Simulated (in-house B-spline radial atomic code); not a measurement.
## The selenium ion Se³⁺: [Ar] 3d10 4s1 4p1 4f1 (an excited or competing configuration)

Method: non-relativistic CAM-B3LYP, spin-polarised, spherical fractional occupations, exact exchange averaged over the configuration, point nucleus. Calculated with a B-spline radial code for spherical atoms.

Z_r = [3n² - l(l+1)]/(2<r>); Z_e = n√(-2ε); the last column is Slater's effective charge. Values are occupation-weighted means over spin.

```csv
shell,electrons,ε (eV),<r> (bohr),Z_r,Z_e,Slater
1s,2,-12398,0.04499,33.34,30.19,33.70
2s,2,-1627,0.1999,30.02,21.87,29.85
2p,6,-1465.2,0.1728,28.94,20.75,29.85
3s,2,-260.34,0.5838,23.12,13.12,22.75
3p,6,-204.3,0.5928,21.09,11.63,22.75
3d,10,-104.96,0.6197,16.94,8.33,12.85
4s,1,-58.773,1.619,14.82,8.31,8.35
4p,1,-45.77,1.806,12.74,7.34,8.35
4f,1,-13.656,3.991,4.51,4.01,4.00
```

The least bound orbital is 4f up at -13.66 eV, and it is also the most diffuse (<r> = 3.991 bohr).
